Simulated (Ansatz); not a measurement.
PtAu₂. Total charge 0; quintet. Geometry B3LYP-D4/def2-TZVP; atoms count from 1.

```xyz
3

Pt   -0.264    1.234   -0.853
Au   -0.787   -1.309   -0.289
Au    1.051    0.075    1.143
```

In the def2 sets Au, Pt take a core potential; there is no spin–orbit coupling. At PBE0-D4/def2-TZVP a singlet of charge 0 lies 1.99 eV below the quintet, each at its own geometry. The structure comes from a short search, and lower isomers may exist.

(1) Estimate the Mulliken populations from the PBE0/def2-TZVP orbitals of Ansatz.

(2) Where does the spin sit?

(3) And the Mayer bond orders between heavy atoms (over 0.3)?

Results:

(1) 
| atom | charge (e) | spin (α − β) | d electrons |
| --- | --- | --- | --- |
| Pt1 | -0.21 | 2.16 | 8.43 |
| Au2 | 0.11 | 0.92 | 9.63 |
| Au3 | 0.11 | 0.92 | 9.63 |
Mulliken values depend strongly on the basis.

(2) Summed by element: Pt 2.16, Au 1.84, of 4 unpaired in all. Largest on single atoms: Pt1 2.16, Au2 0.92, Au3 0.92.

(3) Pt1–Au2 0.68 (2.66 Å); Pt1–Au3 0.68 (2.66 Å); Au2–Au3 0.39 (2.71 Å).
